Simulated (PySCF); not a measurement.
Computed data sheet: `CCc1ccccn1`

Compound: C₇H₉N.
Z-matrix (Å and degrees, PBE0-D3(BJ)/def2-SVP geometry), rows numbered from 1:
```
C 
C   1  1.5258
C   2  1.5034  1  111.76
C   3  1.4007  2  121.58  1   -98.94
C   4  1.3914  3  119.14  2   177.77
C   5  1.3923  4  118.72  3    -0.09
C   6  1.3944  5  117.93  4     0.03
N   7  1.3286  6  123.63  5    -0.04
H   1  1.1005  2  111.27  3  -177.79
H   1  1.1003  2  110.05  3   -57.79
H   1  1.1013  2  111.30  3    61.68
H   2  1.1009  1  109.36  3   119.14
H   2  1.1015  1  110.42  3  -122.66
H   4  1.0926  3  120.01  2    -2.46
H   5  1.0931  4  120.52  3   179.80
H   6  1.0919  5  121.50  4   179.90
H   7  1.0967  6  120.09  5   179.86
```

Structural features include: pyridine-type ring nitrogen.

PBE0-D3(BJ)/def2-SVP geometry optimisation, gas phase (PySCF):

* Point group: C1
* Rotational constants A, B, C: 4.661, 1.531, 1.266 GHz

From PBE0/pcSseg-1 ground state and GIAO shieldings, non-relativistic (PySCF):

- Dipole moment: 1.83 D
- HOMO energy: -7.31 eV
- LUMO energy: -0.73 eV
- HOMO–LUMO gap: 6.58 eV
- Lowest Hirshfeld atomic charge: -0.16 e on N8
- Highest Hirshfeld atomic charge: +0.07 e on C3
- 13C chemical shifts (computed TMS as zero) by class: 170.4 (C3), 155.6 (C7), 141.7 (C5), 126.9 (C4), 125.5 (C6), 36.1 (C2), 19.0 (C1) ppm
- 1H chemical shifts (computed TMS as zero) by class: 8.71 (H17), 7.64 (H15), 7.13 (H14), 7.04 (H16), 2.66 (H12/H13), 1.26 (H9/H10/H11) ppm
- Isotropic shieldings of nuclei other than C and H, by class: -93 (N8) ppm
- Mayer bond orders between heavy atoms: C1–C2 1.04, C2–C3 1.04, C3–C4 1.33, C4–C5 1.44, C5–C6 1.42, C6–C7 1.40, C7–N8 1.50, N8–C3 1.45

**B3LYP/pcJ-1 indirect spin-spin coupling, non-relativistic, gas phase; spin–dipole term left out for some pairs (PySCF)**

- Largest of the computed one-bond spin–spin couplings (means over like bonds): 13C–1H +185.1 (C7–H17), 13C–1H +170.6 (C6–H16), 13C–1H +167.9 (C4–H14), 13C–1H +167.2 (C5–H15), 13C–1H +134.3 (C1–H9 and 2 like it), 13C–1H +133.3 (C2–H12 and 1 like it), 13C–13C +60.2 (C4–C5), 13C–13C +60.1 (C3–C4) Hz

Monoisotopic mass from the formula: 107.0735 u.

With B = h/(8π²I), that is 505.379 GHz u Å² over I, the principal moments of inertia are 108.4, 330.1 and 399.2 u Å² (most abundant isotopes). The rotational constants make it an asymmetric top with κ = (2B − A − C)/(A − C) = -0.84, nearer the prolate limit (−1). The dipole equals about 6.1 × 10⁻³⁰ C·m (1 D = 3.33564 × 10⁻³⁰ C·m).

 NMR classes are plain means over equivalent atoms (diastereotopic ones count apart unless rotation or inversion swaps them), as if these changed places fast; in this geometry the members of some classes differ.

One conformer stands for the species.
